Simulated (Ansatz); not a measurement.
CH7AlBFGe (`FC[BH][GeH2][AlH2]`), relaxed with RKS PBE-D4/def2-SVP in the Gaussian-basis code of Ansatz from a rough embedded geometry. The force threshold is 0.03 eV/Å; the program also tests the step.

Charge 0, multiplicity 1.

Start:

```xyz
12

F     0.182   -2.589    1.834
C    -0.148   -1.570    0.878
B     0.780   -0.307    1.073
Ge    0.736    1.293   -0.114
Al   -1.081    0.957   -1.814
H     0.016   -1.971   -0.134
H    -1.175   -1.253    0.996
H     1.652   -0.308    1.958
H     2.018    1.532   -0.791
H     0.316    2.539    0.758
H    -0.727    0.986   -3.329
H    -2.570    0.691   -1.313
```

Problem. By how much does the energy fall, and how many steps does the optimiser take? (Estimate.)

Solution. Computed: 44.53 kJ/mol, in 32 steps, 2 of them rejected.

Problem. Which bonds change most? (Estimate.)

Solution. The calculation gave: Ge4–H9 from 1.470 to 1.554 Å; B3–Ge4 from 1.993 to 2.050 Å; Al5–H11 from 1.556 to 1.603 Å; F1–C2 from 1.436 to 1.391 Å.

Problem. Give the relaxed structure. (An estimate is asked.)

Solution. The calculation gave: 
```xyz
12

F     0.216   -2.738    1.780
C    -0.110   -1.407    1.540
B     0.855   -0.632    0.589
Ge    0.365    1.245   -0.075
Al   -0.702    0.984   -2.314
H    -1.169   -1.348    1.179
H    -0.126   -0.848    2.514
H     1.882   -1.152    0.192
H     1.597    2.184   -0.186
H    -0.691    1.940    0.840
H     0.004    1.533   -3.645
H    -2.119    0.239   -2.414
```
